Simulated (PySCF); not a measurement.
neopentasilane (H₁₂Si₅), SMILES [SiH3][Si]([SiH3])([SiH3])[SiH3].

The structure is a stationary point at PBE0-D3(BJ)/def2-SVP.

Computed with TDA-PBE0/def2-SVPD (PySCF).

Vertical excitations. Isolated molecule, no solvent.

Computed UV-visible absorptions:
```json
[
 {"state": "S1", "energy (eV)": "6.51", "λ (nm)": "190", "f": "0.003", "main pairs": "HOMO→LUMO 48 %, HOMO−2→LUMO+1 18 %, HOMO−1→LUMO+1 11 %"},
 {"state": "S2", "energy (eV)": "6.51", "λ (nm)": "190", "f": "0.004", "main pairs": "HOMO−2→LUMO 35 %, HOMO−1→LUMO 17 %, HOMO→LUMO+1 10 %, HOMO−2→LUMO+2 8 %"},
 {"state": "S3", "energy (eV)": "6.52", "λ (nm)": "190", "f": "0.005", "main pairs": "HOMO−1→LUMO+1 27 %, HOMO−1→LUMO+3 19 %, HOMO→LUMO+3 16 %, HOMO−2→LUMO+3 11 %"},
 {"state": "S4", "energy (eV)": "6.52", "λ (nm)": "190", "f": "0.000", "main pairs": "HOMO→LUMO+2 34 %, HOMO−1→LUMO+1 16 %, HOMO−1→LUMO+2 12 %, HOMO→LUMO+1 11 %"},
 {"state": "S5", "energy (eV)": "6.52", "λ (nm)": "190", "f": "0.001", "main pairs": "HOMO→LUMO+4 42 %, HOMO−2→LUMO+2 20 %, HOMO−1→LUMO+2 11 %"},
 {"state": "S6", "energy (eV)": "6.52", "λ (nm)": "190", "f": "0.001", "main pairs": "HOMO−2→LUMO+3 32 %, HOMO−1→LUMO+4 21 %, HOMO−2→LUMO+4 16 %, HOMO−1→LUMO+1 8 %"},
 {"state": "T1", "energy (eV)": "5.82", "λ (nm)": "213", "f": "0", "main pairs": "HOMO→LUMO+3 18 %, HOMO→LUMO+2 15 %, HOMO→LUMO 11 %, HOMO−1→LUMO+1 11 %"},
 {"state": "T2", "energy (eV)": "5.82", "λ (nm)": "213", "f": "0", "main pairs": "HOMO−2→LUMO+1 25 %, HOMO→LUMO+4 15 %, HOMO→LUMO+1 13 %, HOMO−2→LUMO 10 %"}
]
```
Triplets are in the Tamm–Dancoff approximation.
